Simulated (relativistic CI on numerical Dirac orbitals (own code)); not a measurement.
**What each ingredient does to the levels of Pr⁵⁴⁺**

Base calculation: Dirac-Coulomb-Breit CI, separate exchange-only KLI orbitals for each configuration, a model potential for QED, unscaled Slater integrals.

Configurations in the expansion (outside the closed core 1s2): 2s2.2p, 2s.2p2, 2p3, 2p2.3s, 2p2.3p, 2p2.3d, 2s2.3s, 2s2.3p, 2s2.3d, 2s.2p.3s, 2s.2p.3p, 2s.2p.3d, 2s2.4s, 2s2.4p, 2s2.4d, 2s2.4f. Levels of other configurations are missing.

Variants: (1) one mean potential for all configurations. Shifts of the energy above 2s2.2p 2P°_1/2, in eV, for the lowest level and the first level of each name with at least 55 % of one term (blank where a level changes its place among those of its configuration and J or its character, or is not in the variant):

| Level | Base | Δ(1) |
| --- | --- | --- |
| 2s2.2p 2P°_1/2 | 0.00 | 0.00 |
| 2s2.2p 2P°_3/2 | 529.57 | +0.07 |
| 2s.2p2 4P_3/2 | 659.78 | +0.16 |
| 2s.2p2 2D_5/2 | 694.71 | +0.16 |
| 2s.2p2 2P_1/2 | 750.08 | +0.16 |
| 2s.2p2 2D_3/2 | 751.05 | +0.16 |
| 2s.2p2 4P_5/2 | 1207.75 | +0.16 |
| 2s.2p2 2S_1/2 | 1290.64 | +0.16 |
| 2s.2p2 2P_3/2 | 1291.79 | +0.16 |
| 2p3 2D°_5/2 | 1464.08 | +0.36 |
| 2p3 2P°_1/2 | 1507.16 | +0.37 |
| 2s2.3s 2S_1/2 | 6321.25 | +0.07 |
| 2s2.3p 2P°_1/2 | 6385.38 | +0.10 |
| 2s.2p.3s 4P°_1/2 | 6447.30 | +0.08 |
| 2s.2p.3s 4P°_3/2 | 6467.83 | +0.04 |
| 2s.2p.3s 2P°_1/2 | 6491.81 | +0.18 |
| 2s.2p.3p 4D_1/2 | 6501.32 | +0.04 |
| 2s2.3p 2P°_3/2 | 6543.91 | +0.17 |
| 2s2.3d 2D_3/2 | 6589.91 | +0.07 |
| 2s2.3d 2D_5/2 | 6632.73 | +0.09 |
| 2s.2p.3d 4F°_3/2 | 6703.15 | -0.07 |
| 2s.2p.3s 4P°_5/2 | 6977.64 | +0.39 |

At this charge energies of transitions that change n are usually good to better than 1 %, and those within a shell (Δn = 0) to a few per cent.

Ionisation energy from the two ground configurations alone: base 11261.5 eV. The NIST ASD value (theoretical) is 11262 eV.

LS names give the leading component of a level, which can be under half, so a name can repeat, a term be missing and a line seem to break the LS rules.
